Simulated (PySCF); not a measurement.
`C/C(Br)=C/CN`, C4H8BrN: coupling constants with relativity

Cartesian coordinates in Å; atom numbers follow the order of the lines, from 1:
```xyz
14

C     2.188   -0.768   -0.332
C     0.963    0.076   -0.427
Br    0.960    1.218   -1.956
C    -0.054    0.086    0.440
C    -1.328    0.875    0.386
N    -2.531    0.071    0.257
H     2.126   -1.433    0.543
H     2.315   -1.384   -1.236
H     3.091   -0.144   -0.236
H     0.044   -0.611    1.283
H    -1.414    1.484    1.303
H    -1.284    1.589   -0.451
H    -2.465   -0.513   -0.575
H    -2.621   -0.567    1.045
```

Level of theory for the indirect couplings: PBE0/pcJ-1 (dyall-v2z on Br), isolated molecule, finite nuclei, structure from PBE0-D3(BJ)/def2-SVP (PySCF 2.14 with density-fitted X2C routines).

Non-relativistic values:
| coupling | atoms | J (Hz) |
| --- | --- | --- |
| 1J(79Br,13C) | Br3 – C2 | -144.8 |
| 2J(79Br,13C) | Br3 – C1 | 9.4 |
| 2J(79Br,13C) | Br3 – C4 | -1.1 |
| 3J(79Br,13C) | Br3 – C5 | 5.0 |
| 3J(79Br,1H) | Br3 – H7/H8/H9 | 8.4 |
| 3J(79Br,1H) | Br3 – H10 | 6.9 |
| 4J(79Br,1H) | Br3 – H11/H12 | -0.9 |

**Question.** What do two-component X2C with spin–orbit coupling give?

**Answer.** 
```json
{"coupling": "1J(79Br,13C)", "atoms": "Br3 – C2", "with spin–orbit (Hz)": "-155.0"}
{"coupling": "2J(79Br,13C)", "atoms": "Br3 – C1", "with spin–orbit (Hz)": "8.5"}
{"coupling": "2J(79Br,13C)", "atoms": "Br3 – C4", "with spin–orbit (Hz)": "-2.3"}
{"coupling": "3J(79Br,13C)", "atoms": "Br3 – C5", "with spin–orbit (Hz)": "4.8"}
{"coupling": "3J(79Br,1H)", "atoms": "Br3 – H7/H8/H9", "with spin–orbit (Hz)": "8.7"}
{"coupling": "3J(79Br,1H)", "atoms": "Br3 – H10", "with spin–orbit (Hz)": "7.0"}
{"coupling": "4J(79Br,1H)", "atoms": "Br3 – H11/H12", "with spin–orbit (Hz)": "-0.9"}
```

The largest listed coupling, 1J(79Br,13C), ends at 1.07 times its non-relativistic value. Equivalent partners are averaged, as under fast rotation. In the static structure 3J(79Br,1H) spreads over 23.1, 2.1, 1.0 Hz. In the static structure 4J(79Br,1H) spreads over 0.3, -2.1 Hz. Couplings to strongly quadrupolar nuclei (79Br) are seldom resolved in solution.
